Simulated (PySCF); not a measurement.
Ga(F)2(OMe) (CH₃F₂GaO), SMILES [F][Ga]([F])[O]C.

Geometry optimised at ωB97X-D3(BJ)/def2-SVP. Other conformers were not sampled.

All values below come from PySCF 2.14.0 with TDA-LC-ωPBE/def2-SVPD.

Vertical excitations. Isolated molecule, no solvent. State labels are in the subgroup Cs.

Question: List the lowest excited states. (The exact figures need the calculation; the answer reports its results.)

Answer: 
| state | symmetry | energy (eV) | λ (nm) | f | main pairs |
|---|---|---|---|---|---|
| S1 | A" | 6.31 | 196 | 0.015 | HOMO→LUMO 86 % |
| S2 | A' | 6.89 | 180 | 0.027 | HOMO−1→LUMO 80 % |
| S3 | A" | 8.11 | 153 | 0.005 | HOMO−1→LUMO+1 94 % |
| S4 | A' | 8.25 | 150 | 0.094 | HOMO→LUMO+1 80 % |
| S5 | A' | 8.47 | 146 | 0.025 | HOMO−2→LUMO 82 % |
| S6 | A" | 8.54 | 145 | 0.000 | HOMO−3→LUMO 86 % |
| S7 | A' | 8.75 | 142 | 0.133 | HOMO−4→LUMO 78 % |
| S8 | A" | 9.04 | 137 | 0.000 | HOMO→LUMO+2 54 %, HOMO−5→LUMO 21 %, HOMO→LUMO+3 10 % |
| S9 | A" | 9.19 | 135 | 0.134 | HOMO−5→LUMO 61 %, HOMO→LUMO+2 20 % |
| S10 | A' | 9.56 | 130 | 0.040 | HOMO−1→LUMO+2 70 %, HOMO−1→LUMO+3 17 % |
| T1 | A" | 5.80 | 214 | 0 | HOMO→LUMO 81 % |
| T2 | A' | 6.25 | 198 | 0 | HOMO−1→LUMO 80 % |
| T3 | A' | 7.16 | 173 | 0 | HOMO→LUMO+1 90 % |
| T4 | A" | 7.85 | 158 | 0 | HOMO−1→LUMO+1 92 % |
Triplets are in the Tamm–Dancoff approximation.
